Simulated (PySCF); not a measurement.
# Atomic charges against the basis set

Compound: CH4BF4N.
Atom-mapped SMILES: `[NH3+:1][B@H-:2]([F:3])[C:4]([F:5])([F:6])[F:7]` (hydrogens: H8, H9, H10 on N1; H11 on B2)

PBE0 throughout (PySCF), one geometry, spherical d and f functions. Isolated species at its PBE0-D3(BJ)/def2-SVP geometry, gas phase. Atoms taken as equivalent share a column and are averaged.

Mulliken charges (e):

```json
{"basis": "STO-3G", "functions": "39", "N1": "-0.424", "B2": "+0.182", "F3": "-0.201", "C4": "+0.195", "F5/F6/F7": "-0.149", "H8/H9/H10": "+0.267", "H11": "-0.106"}
{"basis": "6-31G", "functions": "71", "N1": "-0.910", "B2": "+0.518", "F3": "-0.377", "C4": "+0.624", "F5/F6/F7": "-0.317", "H8/H9/H10": "+0.393", "H11": "-0.084"}
{"basis": "pcSseg-0", "functions": "71", "N1": "-0.858", "B2": "+0.608", "F3": "-0.371", "C4": "+0.584", "F5/F6/F7": "-0.356", "H8/H9/H10": "+0.376", "H11": "-0.021"}
{"basis": "6-31G*", "functions": "106", "N1": "-0.912", "B2": "+0.368", "F3": "-0.353", "C4": "+0.781", "F5/F6/F7": "-0.335", "H8/H9/H10": "+0.405", "H11": "-0.094"}
{"basis": "cc-pVDZ", "functions": "118", "N1": "+0.042", "B2": "+0.080", "F3": "-0.205", "C4": "+0.402", "F5/F6/F7": "-0.205", "H8/H9/H10": "+0.146", "H11": "-0.142"}
{"basis": "def2-SVP", "functions": "118", "N1": "-0.048", "B2": "+0.064", "F3": "-0.209", "C4": "+0.478", "F5/F6/F7": "-0.228", "H8/H9/H10": "+0.171", "H11": "-0.116"}
{"basis": "aug-cc-pVDZ", "functions": "197", "N1": "-0.032", "B2": "+0.122", "F3": "-0.558", "C4": "+1.337", "F5/F6/F7": "-0.514", "H8/H9/H10": "+0.081", "H11": "+0.430"}
{"basis": "6-311+G(2d,p)", "functions": "213", "N1": "-0.717", "B2": "+0.417", "F3": "-0.432", "C4": "+0.688", "F5/F6/F7": "-0.317", "H8/H9/H10": "+0.328", "H11": "+0.012"}
{"basis": "def2-TZVP", "functions": "241", "N1": "-0.428", "B2": "+0.004", "F3": "-0.319", "C4": "+0.443", "F5/F6/F7": "-0.189", "H8/H9/H10": "+0.298", "H11": "-0.028"}
{"basis": "cc-pVTZ", "functions": "266", "N1": "-0.009", "B2": "+0.013", "F3": "-0.275", "C4": "+0.416", "F5/F6/F7": "-0.188", "H8/H9/H10": "+0.169", "H11": "-0.086"}
{"basis": "IGLO-III", "functions": "285", "N1": "-0.593", "B2": "+0.412", "F3": "-0.437", "C4": "+0.422", "F5/F6/F7": "-0.230", "H8/H9/H10": "+0.321", "H11": "-0.078"}
{"basis": "pcSseg-2", "functions": "308", "N1": "-0.208", "B2": "+0.358", "F3": "-0.413", "C4": "+0.612", "F5/F6/F7": "-0.274", "H8/H9/H10": "+0.197", "H11": "-0.117"}
```

IAO charges (e):

```json
{"basis": "STO-3G", "functions": "39", "N1": "-0.381", "B2": "+0.054", "F3": "-0.250", "C4": "+0.303", "F5/F6/F7": "-0.170", "H8/H9/H10": "+0.275", "H11": "-0.043"}
{"basis": "6-31G", "functions": "71", "N1": "-0.471", "B2": "+0.187", "F3": "-0.387", "C4": "+0.594", "F5/F6/F7": "-0.279", "H8/H9/H10": "+0.314", "H11": "-0.027"}
{"basis": "pcSseg-0", "functions": "71", "N1": "-0.444", "B2": "+0.178", "F3": "-0.374", "C4": "+0.590", "F5/F6/F7": "-0.277", "H8/H9/H10": "+0.306", "H11": "-0.035"}
{"basis": "6-31G*", "functions": "106", "N1": "-0.454", "B2": "+0.208", "F3": "-0.392", "C4": "+0.658", "F5/F6/F7": "-0.296", "H8/H9/H10": "+0.304", "H11": "-0.044"}
{"basis": "cc-pVDZ", "functions": "118", "N1": "-0.447", "B2": "+0.196", "F3": "-0.393", "C4": "+0.655", "F5/F6/F7": "-0.295", "H8/H9/H10": "+0.304", "H11": "-0.040"}
{"basis": "def2-SVP", "functions": "118", "N1": "-0.438", "B2": "+0.196", "F3": "-0.392", "C4": "+0.654", "F5/F6/F7": "-0.295", "H8/H9/H10": "+0.303", "H11": "-0.043"}
{"basis": "aug-cc-pVDZ", "functions": "197", "N1": "-0.463", "B2": "+0.199", "F3": "-0.403", "C4": "+0.668", "F5/F6/F7": "-0.301", "H8/H9/H10": "+0.311", "H11": "-0.033"}
{"basis": "6-311+G(2d,p)", "functions": "213", "N1": "-0.468", "B2": "+0.203", "F3": "-0.403", "C4": "+0.666", "F5/F6/F7": "-0.301", "H8/H9/H10": "+0.312", "H11": "-0.033"}
{"basis": "def2-TZVP", "functions": "241", "N1": "-0.469", "B2": "+0.206", "F3": "-0.404", "C4": "+0.675", "F5/F6/F7": "-0.303", "H8/H9/H10": "+0.312", "H11": "-0.035"}
{"basis": "cc-pVTZ", "functions": "266", "N1": "-0.469", "B2": "+0.206", "F3": "-0.403", "C4": "+0.673", "F5/F6/F7": "-0.302", "H8/H9/H10": "+0.312", "H11": "-0.037"}
{"basis": "IGLO-III", "functions": "285", "N1": "-0.470", "B2": "+0.205", "F3": "-0.405", "C4": "+0.671", "F5/F6/F7": "-0.302", "H8/H9/H10": "+0.313", "H11": "-0.034"}
{"basis": "pcSseg-2", "functions": "308", "N1": "-0.469", "B2": "+0.206", "F3": "-0.405", "C4": "+0.675", "F5/F6/F7": "-0.303", "H8/H9/H10": "+0.312", "H11": "-0.035"}
```

Some averages cover members that differ in this geometry, most widely: H8/H9/H10, Mulliken in aug-cc-pVDZ +0.023 to +0.136; F5/F6/F7, Mulliken in 6-311+G(2d,p) -0.339 to -0.285; F5/F6/F7, Mulliken in cc-pVDZ -0.222 to -0.173; F5/F6/F7, Mulliken in def2-SVP -0.244 to -0.196 e.

Task: Which scheme is steadiest as the basis changes?

Result: Largest range over the bases for any column: IAO 0.37 e, Mulliken 1.14 e. IAO charges move least and Mulliken charges most, counted in e. Without the minimal STO-3G basis the ranges are IAO 0.09, Mulliken 0.95 e.

Task: How much do the charges still move between the two largest bases, IGLO-III and pcSseg-2?

Result: At most, over all atoms: Mulliken 0.385 e, IAO 0.004 e.

Task: What do the same runs give for the total energy, the frontier levels and the dipole moment?

Result: 
```
        basis  energy (Eh)  HOMO (eV)  LUMO (eV)  μ (D)
       STO-3G    -511.7875      -2.81       7.60   6.11
        6-31G    -518.9318      -8.19       0.75   6.57
     pcSseg-0    -517.8822      -8.32       0.46   6.53
       6-31G*    -519.0441      -7.82       1.02   6.05
      cc-pVDZ    -519.0885      -8.00       0.44   6.14
     def2-SVP    -518.6713      -8.13       0.41   6.22
  aug-cc-pVDZ    -519.1345      -8.41      -0.96   6.06
6-311+G(2d,p)    -519.2387      -8.46      -0.81   6.14
    def2-TZVP    -519.2905      -8.36      -0.20   6.11
      cc-pVTZ    -519.2644      -8.28      -0.08   6.05
     IGLO-III    -519.3006      -8.42      -0.46   6.07
     pcSseg-2    -519.2885      -8.42      -0.55   6.14
```

The dipole is fixed by the density alone, so its range of 0.52 D shows that the density itself changes with the basis, not only its division among atoms.
